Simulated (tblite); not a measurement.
Record of a relaxation.

Species: C₆H₈BrF.
SMILES with atom numbers: `[CH2:1]=[CH:2][C@H:3]1[CH2:4][C@:5]([F:6])([Br:7])[CH2:8]1` (hydrogens: H9, H10 on C1; H11 on C2; H12 on C3; H13, H14 on C4; H15, H16 on C8)

Computed with GFN2-xTB (tblite), gas phase: L-BFGS steps from a force-field or distance-geometry start until the largest atomic force falls under 0.01 eV/Å. 7 of its 127 geometries are shown.

Step 0: E = -699.1397 eV, largest atomic force 2.695 eV/Å
```
atom  x, y, z in Å  |  force x, y, z in eV/Å
C1      2.531   -0.529   -0.182   -1.342   0.264  -0.895
C2      1.406   -0.302   -0.902    2.319  -0.380   1.319
C3      0.270    0.387   -0.268   -1.242  -0.248  -0.924
C4     -0.990    0.561   -1.176   -0.173   0.373   0.820
C5     -1.868    0.215    0.074    1.242  -0.741  -1.014
F6     -2.913   -0.614   -0.186   -0.061   0.233   0.223
Br7    -2.490    1.785    1.060    0.006  -0.226  -0.103
C8     -0.609   -0.465    0.676   -0.407   0.515   0.951
H9      2.622   -0.215    0.855   -0.054  -0.091  -0.411
H10     3.370   -1.033   -0.623    0.100  -0.051   0.061
H11     1.349   -0.632   -1.930   -0.136   0.064   0.114
H12     0.559    1.341    0.186   -0.055  -0.241   0.002
H13    -1.128    1.549   -1.596   -0.121   0.182  -0.126
H14    -1.085   -0.188   -1.974    0.033   0.120   0.446
H15    -0.590   -1.540    0.479   -0.016   0.272  -0.182
H16    -0.444   -0.312    1.754   -0.093  -0.044  -0.282
```

Step 21: E = -699.3201 eV, largest atomic force 0.088 eV/Å
```
atom  x, y, z in Å  |  force x, y, z in eV/Å
C1      2.559   -0.544   -0.205   -0.032  -0.034  -0.030
C2      1.433   -0.332   -0.863    0.020   0.073  -0.024
C3      0.256    0.382   -0.279    0.002  -0.022  -0.001
C4     -0.993    0.605   -1.160    0.039  -0.004   0.026
C5     -1.847    0.181    0.029   -0.008   0.051   0.058
F6     -2.894   -0.640   -0.224    0.013  -0.057  -0.028
Br7    -2.569    1.711    1.036   -0.019   0.017  -0.010
C8     -0.627   -0.431    0.705    0.034   0.011   0.009
H9      2.708   -0.211    0.811   -0.033   0.001  -0.082
H10     3.377   -1.074   -0.663    0.016   0.012   0.053
H11     1.329   -0.683   -1.882   -0.059  -0.012   0.046
H12     0.576    1.320    0.182   -0.009  -0.041   0.023
H13    -1.162    1.602   -1.561    0.030   0.013   0.017
H14    -1.078   -0.126   -1.963    0.020  -0.025  -0.018
H15    -0.578   -1.503    0.514    0.003  -0.003  -0.015
H16    -0.496   -0.248    1.769   -0.014   0.020  -0.024
```

Step 42: E = -699.3451 eV, largest atomic force 0.200 eV/Å
```
atom  x, y, z in Å  |  force x, y, z in eV/Å
C1      2.575   -0.583   -0.394    0.123  -0.082  -0.010
C2      1.320   -0.510   -0.785   -0.078   0.073  -0.011
C3      0.310    0.396   -0.171   -0.001   0.075   0.032
C4     -0.887    0.787   -1.057    0.002   0.059  -0.061
C5     -1.835    0.122   -0.065    0.070  -0.013  -0.042
F6     -2.558   -0.897   -0.587   -0.084  -0.163  -0.044
Br7    -3.128    1.309    0.807   -0.047   0.100   0.043
C8     -0.661   -0.310    0.805   -0.006  -0.052   0.032
H9      2.969    0.026    0.397    0.033   0.157   0.119
H10     3.265   -1.269   -0.845    0.096  -0.095  -0.061
H11     0.964   -1.155   -1.572   -0.095  -0.081  -0.084
H12     0.797    1.257    0.278    0.086   0.077   0.095
H13    -1.044    1.854   -1.183    0.024   0.035  -0.105
H14    -0.886    0.286   -2.022   -0.100   0.054  -0.099
H15    -0.539   -1.388    0.827   -0.035  -0.132   0.068
H16    -0.670    0.084    1.814    0.011  -0.012   0.129
```

Step 63: E = -699.3632 eV, largest atomic force 0.039 eV/Å
```
atom  x, y, z in Å  |  force x, y, z in eV/Å
C1      2.585   -0.581   -0.514   -0.029   0.020  -0.011
C2      1.280   -0.583   -0.715   -0.011  -0.018   0.020
C3      0.331    0.388   -0.098   -0.018  -0.007   0.016
C4     -0.833    0.854   -1.005    0.021   0.017  -0.017
C5     -1.815    0.095   -0.117    0.012   0.004  -0.031
F6     -2.394   -0.973   -0.729    0.023   0.007   0.018
Br7    -3.296    1.157    0.629    0.012   0.011   0.025
C8     -0.699   -0.281    0.853   -0.016  -0.008   0.004
H9      3.069    0.168    0.091   -0.016  -0.011   0.008
H10     3.224   -1.331   -0.947    0.019   0.024  -0.024
H11     0.824   -1.351   -1.327   -0.018   0.010   0.017
H12     0.873    1.211    0.369    0.003  -0.025  -0.006
H13    -0.984    1.930   -1.017   -0.010   0.008  -0.008
H14    -0.811    0.484   -2.029    0.030  -0.024  -0.006
H15    -0.587   -1.357    0.970    0.015  -0.020  -0.001
H16    -0.775    0.181    1.833   -0.017   0.013  -0.004
```

Step 84: E = -699.3680 eV, largest atomic force 0.024 eV/Å
```
atom  x, y, z in Å  |  force x, y, z in eV/Å
C1      2.578   -0.552   -0.599    0.020  -0.005   0.012
C2      1.262   -0.622   -0.657   -0.018  -0.007  -0.015
C3      0.335    0.363   -0.031    0.004  -0.002  -0.009
C4     -0.785    0.862   -0.977   -0.001  -0.004  -0.009
C5     -1.807    0.092   -0.144    0.005   0.004   0.009
F6     -2.345   -0.976   -0.788    0.001   0.006  -0.001
Br7    -3.325    1.142    0.542   -0.011   0.006   0.004
C8     -0.739   -0.283    0.880    0.008   0.003   0.006
H9      3.082    0.248   -0.081    0.006   0.008   0.001
H10     3.207   -1.292   -1.062    0.004   0.010  -0.003
H11     0.778   -1.435   -1.182   -0.002  -0.010   0.002
H12     0.896    1.165    0.450   -0.006  -0.002   0.006
H13    -0.930    1.939   -0.973   -0.001  -0.001   0.003
H14    -0.716    0.510   -2.004    0.001  -0.003  -0.015
H15    -0.638   -1.357    1.029   -0.008  -0.001  -0.006
H16    -0.860    0.206    1.843   -0.002  -0.002   0.015
```

Step 105: E = -699.3714 eV, largest atomic force 0.096 eV/Å
```
atom  x, y, z in Å  |  force x, y, z in eV/Å
C1      2.620   -0.461   -0.554    0.029   0.005   0.004
C2      1.314   -0.618   -0.654   -0.052   0.017  -0.025
C3      0.312    0.306   -0.053   -0.019   0.025   0.010
C4     -0.802    0.772   -1.023   -0.043   0.027   0.026
C5     -1.848    0.144   -0.107   -0.022  -0.032   0.027
F6     -2.598   -0.837   -0.677    0.060   0.073   0.018
Br7    -3.126    1.429    0.677    0.030  -0.058   0.009
C8     -0.762   -0.362    0.841    0.001  -0.008   0.016
H9      3.052    0.360   -0.004   -0.002  -0.009  -0.011
H10     3.310   -1.143   -1.017    0.026  -0.019   0.009
H11     0.896   -1.444   -1.214    0.015  -0.032   0.013
H12     0.814    1.135    0.447   -0.005   0.012  -0.016
H13    -0.890    1.850   -1.129    0.013   0.017  -0.060
H14    -0.775    0.311   -2.010    0.014  -0.006   0.043
H15    -0.709   -1.451    0.863   -0.022   0.021   0.002
H16    -0.815    0.017    1.861   -0.023  -0.033  -0.066
```

Step 126: E = -699.3807 eV, largest atomic force 0.008 eV/Å
```
atom  x, y, z in Å  |  force x, y, z in eV/Å
C1      2.650   -0.353   -0.509    0.002   0.002   0.002
C2      1.359   -0.601   -0.633   -0.003   0.000  -0.001
C3      0.283    0.263   -0.074   -0.002  -0.001   0.001
C4     -0.825    0.694   -1.067    0.001  -0.002   0.000
C5     -1.872    0.210   -0.069    0.001  -0.003   0.001
F6     -2.823   -0.620   -0.571    0.001   0.005   0.003
Br7    -2.828    1.660    0.855    0.000   0.000  -0.002
C8     -0.792   -0.458    0.776   -0.001  -0.004   0.001
H9      3.013    0.513    0.019   -0.001   0.000   0.000
H10     3.397   -1.003   -0.930    0.002  -0.001   0.000
H11     1.017   -1.477   -1.168    0.000   0.002   0.000
H12     0.711    1.116    0.452   -0.002   0.003  -0.005
H13    -0.856    1.747   -1.333   -0.002  -0.004   0.001
H14    -0.844    0.090   -1.974    0.006   0.005   0.001
H15    -0.795   -1.538    0.633   -0.004  -0.002   0.002
H16    -0.801   -0.235    1.840    0.002  -0.001  -0.002
```

**Question.** Summarise the path.

**Answer.** The energy falls by 23.26 kJ/mol from step 0 to step 126; nine tenths of that is first reached at step 48. It rises by more than 0.2 meV at step 42. The largest force goes from 2.695 to 0.008 eV/Å. Among the bonds C4–C5 changes most, from 1.567 to 1.525 Å; the atoms move by 0.521 Å rms after alignment.

What follows is the cost of the whole relaxation. On INTEL XEON PLATINUM 8581C at 2.10 GHz, one thread, shared host with 80 logical CPUs at a one-minute load of 26, this took 0.9 s of wall time.
